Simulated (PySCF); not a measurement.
GeH3I, SMILES [GeH3][I].

The structure is a stationary point at PBE0-D3(BJ)/def2-TZVP. The def2 effective core potentials stand for the cores of I; spin–orbit coupling is left out.

These are TDDFT-B3LYP/def2-SVPD (PySCF) values and carry that method's errors.

Vertical excitations; the highest root listed may be one member of a degenerate set. Gas-phase values at a fixed geometry. State labels are in the subgroup Cs.

```csv
state,symmetry,energy (eV),λ (nm),f,main pairs
S1,A',4.84,256,0.008,HOMO→LUMO (degenerate set)
S2,A",4.84,256,0.008,HOMO−1→LUMO (degenerate set)
S3,A',6.25,198,0.022,HOMO→LUMO+1 (degenerate set)
S4,A",6.25,198,0.022,HOMO−1→LUMO+1 (degenerate set)
S5,A",6.93,179,0.000,"HOMO→LUMO+2 50 %, HOMO−1→LUMO+3 50 %"
S6,A',6.95,178,0.019,"HOMO−1→LUMO+2 33 %, HOMO→LUMO+3 33 %, HOMO−2→LUMO 33 %"
S7,A",7.02,177,0.000,"HOMO−1→LUMO+3, HOMO→LUMO+2 (degenerate set)"
S8,A',7.02,177,0.000,"HOMO→LUMO+3, HOMO−1→LUMO+2 (degenerate set)"
S9,A",7.38,168,0.028,HOMO−1→LUMO+4 (degenerate set)
S10,A',7.38,168,0.028,HOMO→LUMO+4 (degenerate set)
T1,A',4.42,280,0,HOMO→LUMO (degenerate set)
T2,A",4.42,280,0,HOMO−1→LUMO (degenerate set)
T3,A',6.00,207,0,HOMO−2→LUMO 96 %
T4,A',6.11,203,0,HOMO→LUMO+1 97 %
```
Triplets are in the Tamm–Dancoff approximation, which puts them higher than full response would, so one can lie above its singlet here.
